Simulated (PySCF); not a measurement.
Cl5Ta, SMILES [Cl][Ta+]([Cl])([Cl])([Cl])[Cl] (connectivity only; charge and spin as stated), charge +1, multiplicity 2.

The structure is a stationary point at B3LYP-D3(BJ)/def2-SVP. The multiplicity is an assumed one; other spin states were not compared. The def2 effective core potentials stand for the cores of Ta; spin–orbit coupling is left out.

Method: PBE/def2-TZVP in PySCF.

```
Item                                                                 Value
------------------------------------------------  ------------------------
total energy                                           -2357.14547 hartree
point group                                                             Cs
α spin, highest occupied and lowest empty level        -12.83 and -9.37 eV
β spin, highest occupied and lowest empty level       -13.06 and -11.81 eV
dipole moment about the centre of nuclear charge                    0.42 D
mean static polarisability                          110.3 bohr³ (16.35 Å³)
polarisability, principal values                  96.9, 109.1, 124.9 bohr³
⟨S²⟩                                               0.753 (pure state 0.75)
```
